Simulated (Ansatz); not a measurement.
Species: dichloro(fluoro)borane, sum formula BCl$_{2}$F, net charge 0, singlet state. 
Geometry from a B3LYP-D3(BJ)/def2-TZVP (Ansatz, a program for electronic structure) optimisation:
```xyz
4

B     -0.0055     0.3570     0.0037
F     -0.0258     1.6710     0.0174
Cl    -1.5169    -0.5180    -0.0381
Cl     1.5322    -0.4717     0.0278
```

Basis-set convergence of Hartree-Fock and CCSD correlation energies (hartree) with Ansatz. Correlated levels leave the core frozen unless marked. No spin-orbit coupling. No relativistic terms.

```
basis        functions        E(HF)  E(corr, CCSD)
-----------  ---------  -----------  -------------
cc-pV(D+d)Z         74  -1043.28623       -0.56923
cc-pV(T+d)Z        138  -1043.35977       -0.74995
cc-pV(Q+d)Z        238  -1043.37649       -0.81304
```

Extrapolating the two largest sets (X = 3 and 4) as X^-3: E(corr) = (64·(-0.81304) - 27·(-0.74995))/37 = -0.8591 Eh, an estimate of the basis-set limit. The largest set recovers 94.6 % of it, the smallest 66.3 %.
